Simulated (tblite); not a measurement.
C3H2F5NO (charge +1 and doublet state).
Numbering: `[NH2:1][C:2](=[O+:3])[C:4]([F:5])([F:6])[C:7]([F:8])([F:9])[F:10]` (hydrogens: H11, H12 on N1)

Computed geometry: GFN2-xTB, gas phase. This method treats the open shell by occupation alone, without spin polarisation.

(1) List the bond lengths, angles and torsions at this level.

Results:

(1) 
```
                bond  length (bohr)   order
               N1–C2          2.451  single
               C2=O3          2.223  double
               C2–C4          3.290  single
        C4–F5, C4–F6          2.484  single
               C4–C7          3.008  single
C7–F8, C7–F9, C7–F10          2.483  single
              N1–H11          1.932  single
              N1–H12          1.919  single
```

Bonds in one row agree within 0.02 bohr and their mean is given. Orders are formal, as drawn. A selection of angles:
```
    angle  degrees
 N1–C2–O3    138.2
 N1–C2–C4    107.3
 O3–C2–C4    114.5
 C2–C4–F5    106.7
 C2–C4–C7    109.0
 F5–C4–F6    109.3
 F5–C4–C7    112.4
 C4–C7–F8    106.5
 C4–C7–F9    109.5
 F8–C7–F9    110.4
H11–N1–C2    117.9
H12–N1–C2    125.7
```

Dihedral angles: N1–C2–C4–F5 58° (synclinal); C2–C4–C7–F8 180° (antiperiplanar).

The 2 C–C bonds span 1.592 Å (C4–C7, drawn single) to 1.741 Å (C2–C4, drawn single), a spread of 0.149 Å. All 5 C–F bonds measure 1.313 to 1.316 Å. C2 (carbon bonded to C, N and O) is planar (angles 138.2°, 114.5° and 107.3°, sum 360.0°, 0.00 Å off the plane of its three neighbours). Of the pairs four or more bonds apart, O3···F10 is among the closest relative to their van der Waals radii: 2.76 Å, 92 % of the sum of Bondi's values. N1 (nitrogen bonded to C and 2 H) is planar (angles 125.7°, 117.9° and 116.4°, sum 360.0°, 0.00 Å off the plane of its three neighbours).

Point group: Cs (tolerance 0.08 Å). Its lowest GFN2-xTB frequency is 17i cm⁻¹, too small to tell a flat minimum from a shallow saddle. Torsions: H–N1–C2–O3 0° and 180°, N1–C2–C4–F5 58°.

One conformer stands for the species.
